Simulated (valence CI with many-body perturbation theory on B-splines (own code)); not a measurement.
**E1 line list for Br20+**

Calculated by relativistic CI+MBPT: five valence electrons over a frozen Dirac-Fock core [Ne], radial functions for each j: 11 s, 11 p, 10 d, 8 f, 5 g, 2 h, with the one-electron correlation potential Σ1 (screened to all orders), the two-electron term Σ2, the three-electron term Σ3, Breit, model QED; selected single and double excitations, second order for the rest, scaled by the run's own slope (own B-spline code, finite nucleus).

No measured levels were compared; by estimate levels of excited configurations hold to 0.05 to 0.15 % of their energy, terms of the ground configuration to about 0.5 %. Among the levels kept, up to 3400 cm⁻¹ of a level comes from second order outside the variational space, and about a tenth of that is noise between levels of different J, which matters for small intervals.

Lines 51 to 100 of 596 in falling wavelength, among levels below 1828000 cm⁻¹, chosen from the strongest by gf and those to the six lowest levels. Wavelengths and rates use the calculated energies, so an error of 300 cm⁻¹ moves a line at 176.2 Å by 0.053 % and its rate by three times that or more. Electric multipoles are in the length gauge with retardation, E1 and E2 with the static RPA response of the core. Weak lines are less certain than strong ones. Lines between different terms over intervals too small for the method are left out, as are lines whose strength nearly cancels. Where a level lies close to another of its J and parity, the split of strength between their lines is uncertain. The highest levels of a list are the least certain.

Names give the largest LS component (configuration and term), which can be under half, so a name can repeat, a term be missing and a line seem to break the LS rules; names also repeat where a configuration has a term twice. Letters in brackets count levels of one name in rising energy.

```
λ vac (Å)                 Upper                Lower   A (s⁻¹)  log gf  Branch %
    176.2       3s3p³3d ⁴G°_5/2  3s²3p²3d ²P_3/2 [a]  3.48e+09   -1.01      26.9
    175.9   3s3p³3d ⁴D°_7/2 [b]      3s²3p²3d ⁴D_5/2  5.47e+09   -0.69      18.9
    175.2   3s3p³3d ⁴D°_3/2 [d]  3s²3p²3d ²D_3/2 [a]  5.45e+09   -1.00       3.6
    175.1      3p⁴3d ⁴D_1/2 [a]  3s3p³3d ⁴D°_3/2 [a]  1.14e+10   -0.98      41.4
    174.9   3s3p³3d ²G°_9/2 [b]      3s²3p²3d ²G_9/2  1.88e+10   -0.06      43.5
    174.5   3s3p³3d ²P°_3/2 [a]         3s3p⁴ ²P_3/2  4.61e+09   -1.07       3.3
    173.6   3s3p³3d ²D°_5/2 [d]  3s²3p²3d ²D_5/2 [a]  5.22e+09   -0.85       4.2
    172.6   3s²3p²3d ⁴D_1/2 [b]       3s²3p³ ²P°_3/2  1.13e+10   -1.00      69.6
    172.0          3p⁴3d ⁴D_7/2  3s3p³3d ⁴D°_7/2 [a]  8.74e+09   -0.51      29.2
    171.9   3s²3p²3d ²P_3/2 [a]       3s²3p³ ²D°_5/2  8.82e+09   -0.81      81.1
    171.9   3s3p³3d ²P°_1/2 [c]  3s²3p²3d ²D_3/2 [c]  1.15e+10   -0.99       6.7
    171.3   3s3p³3d ²D°_5/2 [c]      3s²3p²3d ⁴D_7/2  6.15e+09   -0.79       9.9
    171.2   3s3p³3d ⁴F°_7/2 [b]  3s²3p²3d ²F_7/2 [a]  3.49e+09   -0.91       6.1
    171.2   3s3p³3d ⁴F°_5/2 [b]      3s²3p²3d ⁴D_3/2  5.80e+09   -0.82      17.2
    170.7   3s3p³3d ⁴F°_9/2 [b]      3s²3p²3d ⁴F_9/2  8.20e+09   -0.45      45.0
    170.5      3s²3p3d² ⁴G°_5/2      3s²3p²3d ⁴P_3/2  3.75e+09   -1.01       5.0
    170.3       3s²3p²3d ⁴D_5/2       3s²3p³ ²P°_3/2  1.23e+08   -2.49       1.5
    170.3   3s3p³3d ²G°_7/2 [b]      3s²3p²3d ⁴D_7/2  1.30e+10   -0.34      23.6
    170.3          3p⁴3d ⁴D_5/2  3s3p³3d ⁴D°_5/2 [a]  6.00e+09   -0.81      23.5
    169.6   3s3p³3d ⁴F°_3/2 [b]      3s²3p²3d ⁴D_3/2  5.30e+09   -1.04       6.8
    169.5   3s3p³3d ⁴D°_7/2 [d]      3s²3p²3d ⁴P_5/2  6.19e+09   -0.67       7.7
    169.4   3s3p³3d ²P°_1/2 [b]      3s²3p²3d ⁴P_1/2  1.51e+10   -0.89      12.0
    169.0   3s3p³3d ²G°_9/2 [b]      3s²3p²3d ²G_7/2  7.99e+09   -0.47      18.5
    168.6   3s3p³3d ⁴D°_7/2 [d]      3s²3p²3d ²G_7/2  3.47e+09   -0.93       4.3
    168.5   3s3p³3d ⁴D°_3/2 [d]      3s²3p²3d ⁴P_3/2  7.42e+09   -0.90       5.0
    168.3   3s3p³3d ⁴D°_5/2 [d]      3s²3p²3d ⁴P_3/2  6.39e+09   -0.79       4.9
    168.0   3s3p³3d ²D°_3/2 [a]  3s²3p²3d ²F_5/2 [a]  8.01e+09   -0.87      21.9
    167.9   3s3p³3d ⁴D°_5/2 [b]      3s²3p²3d ⁴F_7/2  5.65e+09   -0.84      20.4
    167.6       3s3p³3d ⁴P°_3/2      3s²3p²3d ⁴F_5/2  8.97e+09   -0.82      30.3
    167.6   3s3p³3d ²D°_5/2 [e]  3s²3p²3d ²F_5/2 [b]  8.26e+09   -0.68       6.7
    167.6       3s²3p²3d ⁴F_3/2       3s²3p³ ²D°_5/2  3.88e+09   -1.19      48.0
    167.5   3s3p³3d ⁴F°_7/2 [b]      3s²3p²3d ⁴F_7/2  2.97e+09   -1.00       5.2
    166.8   3s3p³3d ⁴D°_3/2 [c]      3s²3p²3d ⁴D_5/2  5.10e+09   -1.07       5.4
    166.7   3s3p³3d ⁴F°_9/2 [b]  3s²3p²3d ²F_7/2 [a]  6.17e+09   -0.59      33.9
    166.6   3s3p³3d ²F°_7/2 [c]  3s²3p²3d ²D_5/2 [b]  5.38e+09   -0.75       4.5
    165.7   3s²3p²3d ⁴D_1/2 [a]       3s²3p³ ²P°_1/2  2.85e+09   -1.63      36.8
    165.7   3s3p³3d ²P°_3/2 [b]  3s²3p²3d ²D_5/2 [a]  6.38e+09   -0.98       3.7
    165.6          3s3p⁴ ²D_3/2       3s²3p³ ⁴S°_3/2  5.28e+08   -2.06       5.4
    165.5   3s3p³3d ⁴F°_7/2 [b]  3s²3p²3d ²F_5/2 [a]  4.09e+09   -0.87       7.1
    165.3   3s3p³3d ²F°_5/2 [b]  3s²3p²3d ²D_3/2 [a]  4.56e+09   -0.95       4.7
    165.1   3s3p³3d ⁴P°_5/2 [b]  3s²3p²3d ²F_7/2 [a]  8.50e+09   -0.68      17.0
    164.9   3s3p³3d ⁴D°_5/2 [d]      3s²3p²3d ⁴P_5/2  9.18e+09   -0.65       7.1
    164.7   3s3p³3d ⁴D°_7/2 [b]      3s²3p²3d ⁴F_7/2  3.60e+09   -0.93      12.4
    164.7       3s3p³3d ⁶D°_3/2         3s3p⁴ ⁴P_5/2  2.48e+08   -2.39      32.6
    164.7   3s3p³3d ²F°_7/2 [a]  3s²3p²3d ²F_7/2 [a]  1.13e+10   -0.43      57.2
    164.5   3s3p³3d ²D°_3/2 [c]      3s²3p²3d ⁴P_3/2  7.31e+09   -0.93       6.5
    164.2       3s3p³3d ⁶D°_5/2         3s3p⁴ ⁴P_5/2  3.56e+08   -2.06      59.0
    164.1   3s3p³3d ²P°_3/2 [c]  3s²3p²3d ²D_5/2 [a]  1.02e+10   -0.78       9.8
    164.0   3s3p³3d ⁴F°_5/2 [b]  3s²3p²3d ²F_5/2 [a]  9.36e+09   -0.64      27.8
    164.0  3s²3p3d² ⁴D°_5/2 [a]  3s²3p²3d ²D_5/2 [b]  1.32e+10   -0.50      11.0
```

(1) How does gf follow from A for the line at 167.5 Å?

Results:

(1) gf = 1.4992 × (2J+1)_upper × A / σ², with σ = 596964 cm⁻¹ and 2J+1 = 8: gf = 0.100.
